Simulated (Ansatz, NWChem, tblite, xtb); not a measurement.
**How methods differ on CH2BrClOSi (SMILES ClC1(Br)O[SiH2]1)**

CH2BrClOSi: 7 atoms, total charge 0, spin state singlet. As SMILES, `ClC1(Br)O[SiH2]1`. Geometry: relaxed at PBE0-D4/def2-TZVP.

Quantity: the dipole moment, in D. The values are calculated.

```tsv
level	kind	program	value (D)	CPU time
GFN2-xTB	semi-empirical	tblite	4.68	under 2 s
IPEA1-xTB	semi-empirical	tblite	3.73	under 2 s
GFN0-xTB	semi-empirical	xtb	3.77	under 2 s
GFN1-xTB	semi-empirical	xtb	3.89	under 2 s
HF/STO-3G	Hartree–Fock	NWChem	4.30	19 s
HF/3-21G	Hartree–Fock	Ansatz	4.25	8.2 s
HF/def2-SVP	Hartree–Fock	Ansatz	3.84	20 s
BLYP/6-311G**	GGA	Ansatz	3.11	34 s
r2SCAN/def2-TZVP	meta-GGA	Ansatz	3.09	1.8 min
B3LYP/6-31G* (spherical functions)	global hybrid	Ansatz	3.26	39 s
```

All-electron rows without a relativistic Hamiltonian named are non-relativistic. The values span 3.09 to 4.68 D. Sets without polarisation functions give poor dipoles. CPU times are rough (shared hosts, several kinds of processor): they show what a rung costs within a factor of a few.
